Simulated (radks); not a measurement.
Results of a calculation; reference values are marked as such.
Neutral osmium: order these configurations by energy. Code: a radial shooting solver on a logarithmic mesh with Libxc functionals. Model: scalar-relativistic Kohn-Sham, BLYP, spin-polarised, spherical densities, finite nucleus; Fermi nuclear charge, rms radius of each element as measured or else 0.836 A^(1/3) + 0.57 fm. Open shells are filled with parallel spins first. [Xe] 4f14 5d5 6s2 6p1; [Xe] 4f14 5d6 6s1 6p1; [Xe] 4f14 5d6 6s2; [Xe] 4f14 5d7 6s1.

Answer. From the lowest, in eV above it: [Xe] 4f14 5d6 6s2 0.000; [Xe] 4f14 5d7 6s1 0.878; [Xe] 4f14 5d6 6s1 6p1 3.877; [Xe] 4f14 5d5 6s2 6p1 4.207.
